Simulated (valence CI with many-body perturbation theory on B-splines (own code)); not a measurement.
# Hyperfine factors and g values of Ti XVII

Computed by relativistic CI+MBPT: four valence electrons over a frozen Dirac-Fock core [He], a basis of 11 s, 11 p, 10 d, 8 f, 5 g, 2 h functions for each j, with the one-electron correlation potential Σ1 (screened to all orders), the two-electron term Σ2, the three-electron term Σ3, Breit, model QED; selected single and double excitations, second order for the rest, scaled by the run's own slope (own B-spline code, finite nucleus).

No measured levels were compared; by estimate levels of excited configurations hold to 0.05 to 0.15 % of their energy, terms of the ground configuration to about 0.5 %. Among the levels kept, up to 850 cm⁻¹ of a level comes from second order outside the variational space, and about a tenth of that is noise between levels of different J, which matters for small intervals.

A/g_I is the dipole constant over the nuclear g factor μ/I (μ in nuclear magnetons, uniformly magnetised nucleus), B/Q the quadrupole constant per barn. Both hold the static response of the core; the bare values leave it out. Large factors of s and p1/2 electrons are usually good to 5 to 10 %; those of open d and f shells near neutrality can be off by tens of per cent, and small factors of p3/2, d and f electrons come from cancelling terms and can be off by a factor of two or in sign, in half-filled shells by more. B is blank for J = 1/2, where it vanishes, and for nearly pure S terms. Energies count from the lowest level. Levels with J = 0 are left out.

Names give the largest LS component (configuration and term), which can be under half, so a name can repeat, a term be missing and a line seem to break the LS rules; names also repeat where a configuration has a term twice.

```tsv
Level	E (eV)	g	A/g_I (MHz)	A/g_I bare	B/Q (MHz/b)	B/Q bare
2s2 2p2 3P_1	3.68	1.499	-1030	700	14800	14800
2s2 2p2 3P_2	6.91	1.447	24100	25500	-21200	-21300
2s2 2p2 1D_2	17.46	1.048	25600	25800	50300	50600
2s 2p3 5S°_2	41.35	1.993	67200	68200		
2s 2p3 3D°_2	71.79	1.195	46300	45800	29000	29200
2s 2p3 3D°_1	71.94	0.559	-40700	-39400	15900	15900
2s 2p3 3D°_3	72.77	1.331	70500	69700	-133	-142
2s 2p3 3P°_1	84.47	1.448	92800	91600	-16100	-16200
2s 2p3 3P°_2	85.19	1.461	71600	70900	-28700	-28900
2s 2p3 3S°_1	104.00	1.906	-54700	-48200	104	106
2s 2p3 1D°_2	104.85	1.010	34000	33900	-1030	-1010
2s 2p3 1P°_1	117.06	1.079	15300	16200	474	465
2p4 3P_2	157.68	1.472	13200	15800	24300	24500
2p4 3P_1	162.88	1.499	-3890	-964	-14300	-14300
2p4 1D_2	171.20	1.024	32800	32900	-53300	-53500
2s2 2p 3s 3P°_1	639.03	1.410	77400	76100	-7310	-7350
2s2 2p 3s 3P°_2	645.14	1.499	31400	31800	30500	30600
2s2 2p 3s 1P°_1	647.60	1.085	6480	7970	22500	22700
2s2 2p 3p 3D_1	656.02	0.718	53800	52900	-2760	-2770
2s2 2p 3p 1P_1	659.94	1.151	-3490	-3520	2250	2260
2s2 2p 3p 3D_2	660.11	1.176	24000	24100	9690	9730
2s2 2p 3p 3P_1	665.06	1.374	5670	7030	-1670	-1680
2s2 2p 3p 3D_3	665.22	1.332	11500	12200	38800	39000
2s2 2p 3p 3S_1	667.02	1.753	16400	17800	6380	6410
2s2 2p 3p 3P_2	667.72	1.433	19100	20000	-2880	-2890
2s2 2p 3p 1D_2	673.22	1.053	16800	17000	30900	31100
2s 2p2 3s 5P_1	677.56	2.485	124000	123000	-2950	-2970
2s2 2p 3d 3F°_2	678.59	0.751	23900	23400	4910	4960
2s 2p2 3s 5P_2	680.27	1.828	71900	71500	30500	30600
2s2 2p 3d 3F°_3	681.25	1.104	14100	14000	6900	6970
2s2 2p 3d 1D°_2	682.13	1.114	-8300	-8430	-10100	-10100
2s 2p2 3s 5P_3	683.37	1.660	72700	72400	-30000	-30100
```

**Question.** Take the isotope of mass number 49, with I = 7/2, μ = -1.1037 μN and Q = 0.247 b. What is the hyperfine structure of 2s 2p3 3D°_3?

**Answer.** From the table A = -22200 MHz, B = -32.9 MHz. Shifts from the centre of gravity in MHz: F = 1/2: 300000, F = 3/2: 266000, F = 5/2: 211000, F = 7/2: 133000, F = 9/2: 33300, F = 11/2: -88800, F = 13/2: -233000.
